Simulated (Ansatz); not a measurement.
`C#C[NH][SnH3]` + `C[C]1=[CH][AlH]1` → `[SnH3][C]1=[CH][AlH]1` + `C#CNC` at 600 K and 1 bar (formal exchange of groups at the Sn–N bond).

Calculated with Ansatz (gas phase, PBE0-D4/def2-TZVP geometries, no zero-point term in ΔE). CCSD(T)/CBS adds triple-zeta CCSD(T) − MP2 to the extrapolated MP2 energy (def2 sets, frozen cores). Elements past krypton have def2 core potentials. For Sn outer-core shells are correlated without core-valence functions, which leaves a few kJ/mol of doubt a bond.

| species | CCSD(T)/CBS energy (Eh) | H − E (kJ/mol) | S (J/(mol·K)) |
| --- | --- | --- | --- |
| `C#C[NH][SnH3]` | -347.74191 | 201.1 | 431.3 |
| `C[C]1=[CH][AlH]1` | -359.10130 | 217.8 | 373.5 |
| `[SnH3][C]1=[CH][AlH]1` | -535.04443 | 183.0 | 440.0 |
| `C#CNC` | -171.77864 | 238.5 | 359.3 |

H − E and S are ideal-gas, rigid-rotor, harmonic terms from PBE0-D4/def2-TZVP, for one conformer and one mirror image of each species. 1 Eh = 2625.50 kJ/mol, R = 8.31446 J/(mol·K).

By hand: ΔE, ΔH, ΔS and ΔG.

ΔE = (-535.04443) + (-171.77864) − (-347.74191) − (-359.10130) = 0.02014 Eh = 52.9 kJ/mol. Δ(H − E) = 183.0 + 238.5 − 201.1 − 217.8 = 2.6, so ΔH = 55.5 kJ/mol. ΔS = 440.0 + 359.3 − 431.3 − 373.5 = -5.5 J/(mol·K). ΔG = 55.5 − 600 × (-5.5)/1000 = 58.8 kJ/mol.

By hand: the equilibrium constant, and the temperature at which ΔG would vanish if ΔH and ΔS stayed fixed.

log₁₀ K = −ΔG/(RT ln 10) = -5.1. ΔH and −TΔS have one sign here, so there is no such temperature.

The number of gas molecules stays the same, so ΔS is small and ΔH decides. A doubt of 5 kJ/mol in ΔE shifts log₁₀ K by 0.4 here. Other conformers and mirror images would add mixing entropy, several J/(mol·K) or more a flexible species. These are equilibria of isolated gas molecules and say nothing of rates. Largest T1 diagnostic: 0.014 (customary marks: 0.02 for closed shells, 0.045 for open ones).

ΔS is within the doubt of such terms, so its sign, and with it that verdict, could turn.
